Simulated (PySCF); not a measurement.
Where the electron goes

Compound: C2H6BN.
Geometry (PBE0-D3(BJ)/def2-SVP, Å), atoms numbered from 1 in this order:
```xyz
10
C2H6BN angstrom
B      1.4663    0.7738   -0.6971
N      0.2609    0.2083   -0.3312
C     -1.1389    0.3600   -0.1597
C     -0.4395   -0.9316    0.1402
H      2.4676    0.0973   -0.6387
H      1.4791    1.9266   -1.0636
H     -1.4822    0.9804    0.6769
H     -1.7553    0.4288   -1.0641
H     -0.2907   -1.2197    1.1879
H     -0.5634   -1.7722   -0.5530
```

Method: TDDFT B3LYP/def2-SVPD, vertical, gas phase, core orbitals frozen in the response (PySCF).

Frontier orbitals with the atoms that hold most of them (Löwdin shares over 4%, at most four atoms; ? is withheld):

```json
{"orbital": "LUMO+2", "ε (eV)": "1.12", "atoms": "C3 17%, C4 17%, H8 14%, H7 14%"}
{"orbital": "LUMO+1", "ε (eV)": "0.46", "atoms": "B1 21%, C3 19%, C4 19%, H8 9%"}
{"orbital": "LUMO", "ε (eV)": "?", "atoms": "?"}
{"orbital": "HOMO", "ε (eV)": "-7.65", "atoms": "N2 55%, B1 15%, C4 8%, C3 8%"}
{"orbital": "HOMO-1", "ε (eV)": "-8.35", "atoms": "?"}
{"orbital": "HOMO-2", "ε (eV)": "-9.28", "atoms": "C3 31%, C4 30%, N2 14%, B1 10%"}
{"orbital": "HOMO-3", "ε (eV)": "-10.66", "atoms": "C4 27%, C3 27%, H9 11%, H7 11%"}
```

Question: Which atoms hold the HOMO-1, and with what shares?

Answer: B1 (bonded to N and 2 H) 35%; H6 (bonded to B) 20%; H5 (bonded to B) 19%; N2 (bonded to B and 2 C) 13%. By element: hydrogen 39% or more, boron 35%, nitrogen 13%.

Question: Which atoms hold the LUMO, and with what shares?

Answer: B1 (bonded to N and 2 H) 45%; N2 (bonded to B and 2 C) 17%; H5 (bonded to B) 11%; H6 (bonded to B) 11%. By element: boron 45%, hydrogen 22% or more, nitrogen 17%.

Question: What is the LUMO energy, and the HOMO–LUMO gap?

Answer: ε(LUMO) = -0.23 eV; the gap is 7.42 eV (0.2725 hartree).

Question: The HOMO–LUMO gap is 7.42 eV. Where does the response calculation put the lowest singlet, and from which orbitals?

Answer: S1 is at 6.71 eV (f = 0.0000), 0.70 eV below the gap, made of HOMO-1→LUMO (99%). Its leading pair isn't HOMO and LUMO; the energies of that pair differ by 8.12 eV. Without the coupling terms of the response equations the lowest excitation would equal the gap.

Question: One configuration dominates each of S1, S2, S3, S5 and S6. Which, and how do the shares of the two leading atoms of either orbital change from the occupied to the empty one?

Answer: 
- S1 (6.71 eV, f 0.0000), HOMO-1→LUMO (99%): B1 35% → 45%, H6 20% → 11%, N2 13% → 17%
- S2 (6.97 eV, f 0.325), HOMO→LUMO (97%): N2 55% → 17%, B1 15% → 45%
- S3 (7.14 eV, f 0.0040), HOMO→LUMO+1 (99%): N2 55% → at most 9%, B1 15% → 21%, C3 8% → 19%
- S5 (7.80 eV, f 0.0091), HOMO-2→LUMO (98%): C3 31% → at most 11%, C4 30% → at most 11%, B1 10% → 45%, N2 14% → 17%
- S6 (7.99 eV, f 0.038), HOMO-1→LUMO+1 (98%): B1 35% → 21%, H6 20% → at most 9%, C3 at most 13% → 19%
